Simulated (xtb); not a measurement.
Job for xtb: GFN2-xTB on H2Se2 (SMILES [SeH][SeH]), a point of a torsion scan.

```
$ xtb mol.xyz --gfn 2 --opt vtight --chrg 0 --uhf 0 --input xcontrol
4

Se    -1.11839887     0.59404390     0.39484140
Se     1.11661785     0.59713132    -0.39356408
H     -1.86162714    -0.59523603    -0.23716045
H      1.78612061    -0.72994355     0.01625921
$constrain
  force constant=1.0
  dihedral: 3,1,2,4,300.0
$end
```

Program output:

```
[...]
           -------------------------------------------------
          |                Calculation Setup                |
           -------------------------------------------------



           -------------------------------------------------
          |                 G F N 2 - x T B                 |
           -------------------------------------------------

        Reference                      10.1021/acs.jctc.8b01176
      * Hamiltonian:
        H0-scaling (s, p, d)           1.850000    2.230000    2.230000
        zeta-weighting                 0.500000
      * Dispersion:
        s8                             2.700000
        a1                             0.520000
        a2                             5.000000
        s9                             5.000000
      * Repulsion:
        kExp                           1.500000    1.000000
        rExp                           1.000000
      * Coulomb:
        alpha                          2.000000
        third order                    shell-resolved
        anisotropic                    true
        a3                             3.000000
        a5                             4.000000
        cn-shift                       1.200000
        cn-exp                         4.000000
        max-rad                        5.000000


          ...................................................
          :                      SETUP                      :
          :.................................................:
          :  # basis functions                  22          :
          :  # atomic orbitals                  20          :
          :  # shells                            8          :
          :  # electrons                        14          :
          :  max. iterations                   250          :
          :  Hamiltonian                  GFN2-xTB          :
          :  restarted?                      false          :
          :  GBSA solvation                  false          :
          :  PC potential                    false          :
          :  electronic temp.          300.0000000     K    :
          :  accuracy                    1.0000000          :
          :  -> integral cutoff          0.2500000E+02      :
          :  -> integral neglect         0.1000000E-07      :
          :  -> SCF convergence          0.1000000E-05 Eh   :
          :  -> wf. convergence          0.1000000E-03 e    :
          :  Broyden damping             0.4000000          :
          :  net charge                          0          :
          :  unpaired electrons                  0          :
          ...................................................

 iter      E             dE          RMSdq      gap      omega  full diag
   1     -7.3821792 -0.738218E+01  0.660E+00    2.93       0.0  T
   2     -7.3826229 -0.443656E-03  0.329E+00    2.88       1.0  T
   3     -7.3827406 -0.117661E-03  0.602E-01    2.83       1.0  T
   4     -7.3827447 -0.418548E-05  0.728E-02    2.82       1.0  T
   5     -7.3827450 -0.218724E-06  0.260E-02    2.82       1.9  T
   6     -7.3827450 -0.201834E-07  0.696E-03    2.82       7.2  T
   7     -7.3827450 -0.538857E-08  0.201E-03    2.82      24.9  T
   8     -7.3827450 -0.371714E-09  0.366E-04    2.82     136.6  T
   9     -7.3827450 -0.546585E-11  0.124E-04    2.82     401.8  T

   *** convergence criteria satisfied after 9 iterations ***

         #    Occupation            Energy/Eh            Energy/eV
      -------------------------------------------------------------
         1        2.0000           -0.7655296             -20.8311
         2        2.0000           -0.7519322             -20.4611
         3        2.0000           -0.4966847             -13.5155
         4        2.0000           -0.4747051             -12.9174
         5        2.0000           -0.4459419             -12.1347
         6        2.0000           -0.4068690             -11.0715
         7        2.0000           -0.3853690             -10.4864 (HOMO)
         8                         -0.2816846              -7.6650 (LUMO)
         9                         -0.2344201              -6.3789
        10                         -0.2032447              -5.5306
        11                         -0.0379706              -1.0332
        12                         -0.0202082              -0.5499
       ...                                ...                  ...
        20                          0.9133495              24.8535
      -------------------------------------------------------------
                  HL-Gap            0.1036845 Eh            2.8214 eV
             Fermi-level           -0.3335268 Eh           -9.0757 eV

 SCC (total)                   0 d,  0 h,  0 min,  0.002 sec
 SCC setup                      ...        0 min,  0.000 sec (  3.324%)
 Dispersion                     ...        0 min,  0.000 sec (  0.968%)
 classical contributions        ...        0 min,  0.000 sec (  0.529%)
 int
[...]
-------------------------
         1        2.0000           -0.7714593             -20.9925
         2        2.0000           -0.7528991             -20.4874
         3        2.0000           -0.5031509             -13.6914
         4        2.0000           -0.4834102             -13.1543
         5        2.0000           -0.4555724             -12.3968
         6        2.0000           -0.4098270             -11.1520
         7        2.0000           -0.3857921             -10.4979 (HOMO)
         8                         -0.2663665              -7.2482 (LUMO)
         9                         -0.2143474              -5.8327
        10                         -0.1780754              -4.8457
        11                         -0.0398765              -1.0851
        12                         -0.0152459              -0.4149
       ...                                ...                  ...
        20                          1.0645267              28.9672
      -------------------------------------------------------------
                  HL-Gap            0.1194256 Eh            3.2497 eV
             Fermi-level           -0.3260793 Eh           -8.8731 eV

 SCC (total)                   0 d,  0 h,  0 min,  0.001 sec
 SCC setup                      ...        0 min,  0.000 sec (  3.219%)
 Dispersion                     ...        0 min,  0.000 sec (  0.540%)
 classical contributions        ...        0 min,  0.000 sec (  0.258%)
 integral evaluation            ...        0 min,  0.000 sec ( 31.542%)
 iterations                     ...        0 min,  0.000 sec ( 22.244%)
 molecular gradient             ...        0 min,  0.000 sec ( 38.456%)
 printout                       ...        0 min,  0.000 sec (  3.303%)

         :::::::::::::::::::::::::::::::::::::::::::::::::::::
         ::                     SUMMARY                     ::
         :::::::::::::::::::::::::::::::::::::::::::::::::::::
         :: total energy              -7.384549007079 Eh    ::
         :: gradient norm              0.000002712496 Eh/a0 ::
         :: HOMO-LUMO gap              3.249737326903 eV    ::
         ::.................................................::
         :: SCC energy                -7.399015911319 Eh    ::
         :: -> isotropic ES            0.002553687246 Eh    ::
         :: -> anisotropic ES          0.000583606825 Eh    ::
         :: -> anisotropic XC          0.001581141449 Eh    ::
         :: -> dispersion             -0.001859962568 Eh    ::
         :: repulsion energy           0.014441210138 Eh    ::
         :: add. restraining           0.000025694103 Eh    ::
         :: total charge              -0.000000000000 e     ::
         :::::::::::::::::::::::::::::::::::::::::::::::::::::

           -------------------------------------------------
          |                Property Printout                |
           -------------------------------------------------

    * Orbital Energies and Occupations

         #    Occupation            Energy/Eh            Energy/eV
      -------------------------------------------------------------
         1        2.0000           -0.7714593             -20.9925
         2        2.0000           -0.7528991             -20.4874
         3        2.0000           -0.5031509             -13.6914
         4        2.0000           -0.4834102             -13.1543
         5        2.0000           -0.4555724             -12.3968
         6        2.0000           -0.4098270             -11.1520
         7        2.0000           -0.3857921             -10.4979 (HOMO)
         8                         -0.2663665              -7.2482 (LUMO)
         9                         -0.2143474              -5.8327
        10                         -0.1780754              -4.8457
        11                         -0.0398765              -1.0851
        12                         -0.0152459              -0.4149
        13                         -0.0135726              -0.3693
        14                         -0.0070327              -0.1914
        15                          0.0812024               2.2096
        16                          0.1571994               4.2776
        17                          0.1711672               4.6577
        18                          0.4242634              11.5448
       ...                                ...                  ...
        20                          1.0645267              28.9672
      -------------------------------------------------------------
                  HL-Gap            0.1194256 Eh            3.2497 eV
             Fermi-level           -0.3260793 Eh           -8.8731 eV

     #   Z          covCN         q      C6AA      α(0)
     1  34 Se       1.894    -0.138   240.386    27.016
     2  34 Se       1.894    -0.138   240.386    27.016
     3   1 H        0.924     0.138     1.473     1.898
     4   1 H        0.924     0.138     1.473     1.898

 Mol. C6AA /au·bohr⁶  :       1117.390717
 Mol. C8AA /au·bohr⁸  :      72885.087580
 Mol. α(0) /au        :         57.828955


Wiberg/Mayer (AO) data.
largest (>0.10) Wiberg bond orders for each atom

 ---------------------------------------------------------------------------
     #   Z sym  total        # sym  WBO       # sym  WBO       # sym  WBO
 ---------------------------------------------------------------------------
     1  34 Se   2.335 --     2 Se   1.354     3 H    0.943
     2  34 Se   2.335 --     1 Se   1.354     4 H    0.943
     3   1 H    0.981 --     1 Se   0.943
     4   1 H    0.981 --     2 Se   0.943
 ---------------------------------------------------------------------------

Topologies differ in total number of bonds
Note: The following floating-point exceptions are signalling: IEEE_DENORMAL
normal termination of xtb
Writing topology from bond orders to xtbtopo.mol

molecular dipole:
                 x           y           z       tot (Debye)
 q only:       -0.020      -0.650      -0.058
   full:       -0.017      -0.570      -0.051       1.454
molecular quadrupole (traceless):
                xx          xy          yy          xz          yz          zz
 q only:        1.176      -0.106      -0.403       1.040       0.098      -0.773
  q+dip:       -0.579      -0.101       1.131       2.068       0.172      -0.552
   full:       -0.001      -0.074       1.544       1.708       0.309      -1.542

           -------------------------------------------------
          |                Geometry Summary                 |
           -------------------------------------------------

      molecular mass/u    :      159.9346586
   center of mass at/Å    :       -0.0009388       0.5724077      -0.0011211
  moments of inertia/u·Å² :        0.4150231E+01   0.2119482E+03   0.2140044E+03
rotational constants/cm⁻¹ :        0.4061854E+01   0.7953655E-01   0.7877235E-01

 * 3 selected distances

     #   Z          #   Z                                           value/Å
     1  34 Se       2  34 Se                                      2.2916097 (max)
     1  34 Se       3   1 H                                       1.4562490
     2  34 Se       4   1 H                                       1.4562489 (min)

 * 2 distinct bonds (by element types)

   Z      Z             #   av. dist./Å        max./Å        min./Å
   1 H   34 Se          2     1.4562489     1.4562490     1.4562489
  34 Se  34 Se          1     2.2916097     2.2916097     2.2916097


optimized geometry written to: xtbopt.xyz


           -------------------------------------------------
          | TOTAL ENERGY               -7.384549007079 Eh   |
          | GRADIENT NORM               0.000002712496 Eh/α |
          | HOMO-LUMO GAP               3.249737326903 eV   |
           -------------------------------------------------

------------------------------------------------------------------------
------------------------------------------------------------------------
 total:
 SCF:
 ANC optimizer:
```

The run finished.

Warnings raised: the energy holds the restraint's term.

Cost: roughly 0.03 core-seconds.
